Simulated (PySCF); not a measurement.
# Spin-rotation constants: `CN(C)C(=O)[C@H](F)CC#N`, C₆H₉FN₂O

Molfile (atoms numbered from 1):
```
C6H9FN2O
     RDKit          3D

 19 18  0  0  0  0  0  0  0  0999 V2000
   -2.4291    0.3329    1.0282 C   0  0  0  0  0  0  0  0  0  0  0  0
   -1.2981    0.0618    0.1663 N   0  0  0  0  0  0  0  0  0  0  0  0
   -1.5881   -0.7260   -1.0092 C   0  0  0  0  0  0  0  0  0  0  0  0
   -0.0823    0.4884    0.5425 C   0  0  0  0  0  0  0  0  0  0  0  0
    0.1075    1.1825    1.5247 O   0  0  0  0  0  0  0  0  0  0  0  0
    1.1049    0.0911   -0.3612 C   0  0  2  0  0  0  0  0  0  0  0  0
    1.0655   -1.2595   -0.6414 F   0  0  0  0  0  0  0  0  0  0  0  0
    2.4262    0.4277    0.3337 C   0  0  0  0  0  0  0  0  0  0  0  0
    3.5085    0.5211   -0.6097 C   0  0  0  0  0  0  0  0  0  0  0  0
    4.3518    0.5956   -1.3771 N   0  0  0  0  0  0  0  0  0  0  0  0
   -2.9060   -0.6032    1.3234 H   0  0  0  0  0  0  0  0  0  0  0  0
   -3.1565    0.9596    0.5087 H   0  0  0  0  0  0  0  0  0  0  0  0
   -2.0706    0.8557    1.9124 H   0  0  0  0  0  0  0  0  0  0  0  0
   -0.9361   -0.4590   -1.8385 H   0  0  0  0  0  0  0  0  0  0  0  0
   -2.6184   -0.5332   -1.3070 H   0  0  0  0  0  0  0  0  0  0  0  0
   -1.4732   -1.7943   -0.8082 H   0  0  0  0  0  0  0  0  0  0  0  0
    1.0280    0.6142   -1.3256 H   0  0  0  0  0  0  0  0  0  0  0  0
    2.6502   -0.3486    1.0703 H   0  0  0  0  0  0  0  0  0  0  0  0
    2.3060    1.3788    0.8603 H   0  0  0  0  0  0  0  0  0  0  0  0
  1  2  1  0
  2  3  1  0
  2  4  1  0
  4  5  2  0
  4  6  1  0
  6  7  1  0
  6  8  1  0
  8  9  1  0
  9 10  3  0
  1 11  1  0
  1 12  1  0
  1 13  1  0
  3 14  1  0
  3 15  1  0
  3 16  1  0
  6 17  1  6
  8 18  1  0
  8 19  1  0
M  END
```

Computed with PySCF, GIAO wB97X-D/pcSseg-1 magnetisability, rotational g tensor and spin-rotation constants, non-relativistic, gas phase. Geometry: GFN2-xTB.

Q: Give the nuclear spin-rotation constants along the inertial axes (H = +C I·J) beside the isotropic shieldings.

A: Rotational constants 2.9499, 0.7351, 0.6252 GHz. A star marks the isotopologue with that one atom substituted, in its own axes.
| atom | isotope | Caa (kHz) | Cbb (kHz) | Ccc (kHz) | mean (kHz) | σ (ppm) |
| --- | --- | --- | --- | --- | --- | --- |
| N2 | 14N | 0.171 | 0.089 | 0.034 | 0.098 | 148.6 |
| F7 | 19F | 1.096 | 0.480 | 0.277 | 0.618 | 386.2 |
| N10 | 14N | 0.201 | 0.149 | 0.128 | 0.159 | -33.3 |
| H11 | 1H | -0.194 | -0.061 | -0.023 | -0.093 | 29.4 |
| H12 | 1H | -0.204 | -0.077 | -0.007 | -0.096 | 29.4 |
| H13 | 1H | -0.252 | 0.028 | -0.060 | -0.095 | 27.1 |
| H14 | 1H | -0.056 | -0.063 | -0.042 | -0.054 | 28.5 |
| H15 | 1H | -0.002 | -0.076 | -0.051 | -0.043 | 29.2 |
| H16 | 1H | -0.302 | -0.050 | 0.002 | -0.117 | 28.4 |
| H17 | 1H | -0.255 | -0.069 | 0.024 | -0.100 | 26.5 |
| H18 | 1H | -0.319 | -0.087 | 0.021 | -0.128 | 29.2 |
| H19 | 1H | -0.287 | 0.011 | -0.057 | -0.111 | 28.1 |
| C1 | 13C* | 0.452 | 0.131 | 0.109 | 0.231 | 149.9 |
| C4 | 13C* | 1.507 | 0.271 | 0.149 | 0.642 | 16.0 |
| O5 | 17O* | -1.365 | -0.456 | -0.030 | -0.617 | -63.7 |
| C6 | 13C* | 0.830 | 0.166 | 0.165 | 0.387 | 91.8 |
| C8 | 13C* | 0.446 | 0.104 | 0.091 | 0.213 | 165.4 |
| C9 | 13C* | 0.308 | 0.291 | 0.253 | 0.284 | 62.5 |

For the geometry as given, no vibrational averaging.
